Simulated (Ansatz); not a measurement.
One change: `C=C[CH2][Ge]([F])([O]C)[O]C` becomes `C=C[CH2][Ge]([CH3])([F])[O]C`.

Ansatz, PBE0-D4/def2-TZVP geometries, multiplicity 1. Each molecule was computed in one conformer, which needn't be the lowest.

Scalar relativity is left out up to krypton.

```csv
property,`C=C[CH2][Ge]([F])([O]C)[O]C`
size of the dipole moment (ωB97M-V/def2-TZVPP) / D,1.54
size of the dipole moment (B3LYP/def2-TZVPP) / D,1.54
LUMO energy (B3LYP/def2-TZVPP) / eV,-0.44
LUMO energy (ωB97M-V/def2-TZVPP) / eV,1.85
HOMO energy (ωB97M-V/def2-TZVPP) / eV,-9.68
HOMO energy (B3LYP/def2-TZVPP) / eV,-7.26
```

Task: What does the change do to each property? (Estimate.)

Result: Ansatz gave: 
| property | `C=C[CH2][Ge]([CH3])([F])[O]C` | shift |
| --- | --- | --- |
| size of the dipole moment (ωB97M-V/def2-TZVPP) / D | 2.06 | 0.52 |
| size of the dipole moment (B3LYP/def2-TZVPP) / D | 2.08 | 0.54 |
| LUMO energy (B3LYP/def2-TZVPP) / eV | -0.25 | 0.19 |
| LUMO energy (ωB97M-V/def2-TZVPP) / eV | 2.05 | 0.20 |
| HOMO energy (ωB97M-V/def2-TZVPP) / eV | -9.35 | 0.33 |
| HOMO energy (B3LYP/def2-TZVPP) / eV | -6.95 | 0.31 |

With PBE0 the HOMO rises by 0.32 eV and the LUMO rises by 0.18 eV, so the gap narrows by about 0.14 eV. PBE moves the HOMO by 0.32 eV and ωB97M-V by 0.33 eV. Dipoles are sizes alone; their direction can turn.

B3LYP here is the variant with VWN-RPA as its local correlation; programs differ in this.
